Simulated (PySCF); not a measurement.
Start geometry of `CC1=CC=C(S(=O)(=O)Cl)S1` from GFN2-xTB (Å):
```
atom  x, y, z in Å
C1    -2.6650    0.6860    0.1644
C2    -1.2932    0.2437   -0.0330
C3    -0.7607   -0.3316   -1.1504
C4     0.6591   -0.6361   -0.9970
C5     1.0779   -0.3033    0.2304
S6     2.6977   -0.4389    0.8641
O7     2.6849   -0.5038    2.2900
O8     3.4503   -1.4087    0.1192
Cl9    3.4773    1.3811    0.3904
S10   -0.1160    0.4162    1.2477
H11   -3.3133    0.3843   -0.6632
H12   -3.0914    0.3185    1.0938
H13   -2.7498    1.8091    0.2079
H14   -1.3151   -0.5261   -2.0314
H15    1.2419   -1.1078   -1.7401
```

Question: What comes out of this run: PySCF 2.14.0, PBE0-D3(BJ)/def2-SVP geometry optimisation, gas phase?

Answer: 
```
atom  x, y, z in Å
C1    -2.6000    0.9207    0.2770
C2    -1.2297    0.3864    0.0348
C3    -0.7463   -0.2223   -1.1037
C4     0.6046   -0.6280   -0.9927
C5     1.1167   -0.3227    0.2443
S6     2.7450   -0.6403    0.7587
O7     2.7744   -0.7818    2.1968
O8     3.3332   -1.6040   -0.1443
Cl9    3.6725    1.1944    0.3448
S10   -0.0242    0.4618    1.2679
H11   -3.2173    0.7780   -0.6200
H12   -3.0935    0.4060    1.1160
H13   -2.5813    1.9963    0.5116
H14   -1.3585   -0.3761   -1.9934
H15    1.1892   -1.1254   -1.7668
```

The energy falls by 0.232 eV over 12 energy and gradient evaluations, the largest force component goes from 0.0526 to 1.8e-04 Eh/bohr, and the atoms move by 0.088 Å rms after alignment. The bond that changes most is S6–Cl9 (ends: sulfonyl sulfur; chlorine bonded to S), which lengthens by 0.061 Å. Bonds longer at the end by more than 0.005 Å: 9 of 15; shorter: 4. Among the angles that change most is S6–C5–S10, from 117.4° to 121.9°. Among the dihedrals that turn most is H12–C1–C2–C3, from 131° to 119°. Rotational constants go from 1865, 548.2, 529.5 to 1819, 540.6, 520.6 MHz. The orientation of the end geometry is arbitrary; only internal coordinates are fixed.

The run used 177 basis functions and 83 SCF cycles in all.

PBE0-D3(BJ)/def2-SVP frequencies: not computed here. The numbers are those of one conformer.
